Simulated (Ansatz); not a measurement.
Br3Fe, SMILES [Br][Fe-]([Br])[Br] (connectivity only; charge and spin as stated), charge -1, multiplicity 5.

Geometry: PBE0-D3(BJ)/def2-SVPD. The multiplicity is an assumed one; other spin states were not compared.

Two levels are set side by side: PBE/def2-TZVPD (Ansatz, a quantum-chemistry and plane-wave program) and PBE0/def2-TZVPD (Ansatz). Energy differences of separate SCF runs at the same geometry; the states with an electron removed or added have multiplicity 6. Differences are taken from unrounded values.

```
quantity                         PBE0
-------------------------------  ----
vertical ionisation energy (eV)  4.43
```

Q: What does PBE give, and how far is it from PBE0? (The exact figures need the calculation; the answer reports its results.)

A: 
```tsv
quantity	PBE	PBE minus PBE0
vertical ionisation energy (eV)	3.71	-0.73
```
